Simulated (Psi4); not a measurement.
HF2OS (SMILES [OH+]=S(F)F), charge +1, singlet, at a GFN2-xTB geometry.

Psi4 was given this input:
```
memory 2 GB

molecule mol {
1 1
  O     1.292238   -0.536346    0.124384
  S    -0.122331   -0.085726    0.462428
  F    -0.980179   -0.706323   -0.735271
  F    -0.164806    1.398706   -0.129337
  H     1.924263   -0.569057   -0.612460
}

set basis sto-3g
set reference rhf

energy('ccsd(t)')
print_variables()
```

**Question.** What does this run give for the total energy, MP2 correlation energy?

**Answer.** 
```yaml
total_energy: -663.4373 Eh
MP2 correlation energy: -0.1181 Eh
```
